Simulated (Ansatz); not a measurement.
Reactions of `C=N[Si](N)(O)F`.

Isolated molecules relaxed with PBE0-D4/def2-TZVP in Ansatz; ΔE leaves out vibrations. CCSD(T)/CBS adds triple-zeta CCSD(T) − MP2 to the extrapolated MP2 energy (def2 sets, frozen cores). This one scheme is used for every species, atoms too. DFT in def2-TZVPP. Open shells (•) are unrestricted, without spin–orbit coupling. Spin–orbit coupling would lower the free atoms: a little for C, F, O, Si. def2 core potentials past Kr. Bonds to Br, Te are less sure, by a few kJ/mol each and by 10 to 20 or more in all where they break to atoms, as the def2 sets lack core-valence functions. Scalar relativity is left out up to krypton. One conformer a species, not always the lowest.

```
                                                           reaction  PBE0-D4 (eV)  MP2/CBS(def2) (eV)  ωB97M-V (eV)
                          `C=N[Si](N)(O)F` → `N[Si@@H]1N[C@@]1(O)F`          4.02                4.50          4.26
`C=N[Si](N)(O)F` + `O[SiH](O)Br` → `N[Si](O)(O)F` + `C=N[SiH](O)Br`         -0.03               -0.06         -0.03
        `C=N[Si](N)(O)F` + `FC[TeH]` → `N[Si](O)(F)F` + `C=NC[TeH]`         -1.56               -1.75         -1.51
                `C=N[Si](N)(O)F` → C• + F• + 5 H• + 2 N• + O• + Si•         45.92               47.52         46.41
                       `C=N[Si](N)(O)F` + H₂ → `N[SiH](O)F` + `C=N`          0.33                0.40          0.35
```

Problem. Give the CCSD(T)/CBS values in the same order. (Best estimate.)

Solution. Ansatz gave: 4.46, -0.05, -1.64, 46.30, 0.33 eV.

Largest T1 diagnostic: 0.012, for `C=NC[TeH]`.
